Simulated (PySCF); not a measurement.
## Relaxation of triplet PtSF₂

All numbers come from UPBE0/[Pt def2-SVP with ECP60, S def2-SVP, F def2-SVP], scalar-relativistic core potentials, density fitting, no spin–orbit coupling, PySCF. A (50,194) grid was used.

A hand-made trigonal planar start, of C2v symmetry, held to at least that symmetry:

```xyz
4
charge 0 multiplicity 3, angstrom
Pt    0.0573    0.0992    0.0000
S    -0.9728   -1.6848    0.0000
F     1.9273    0.0991    0.0000
F    -0.8777    1.7187    0.0000
```

Task: What does it relax to?

Result: It ends at C2v with Pt–F 1.890 Å (×2), Pt–S 2.075 Å; F–Pt–F 95.1°, F–Pt–S 132.4° (×2) (after a last refinement on a finer grid). No frequency check is given, so it may be a saddle point. Other isomers or separated fragments may lie lower.

Task: How much energy is released, and in how many steps?

Result: 34.2 kJ/mol in 6 steps.

Open d and f shells are described by one determinant, and the ground state may have another occupation or spin. Spin–orbit coupling, left out here, can matter for elements this heavy.
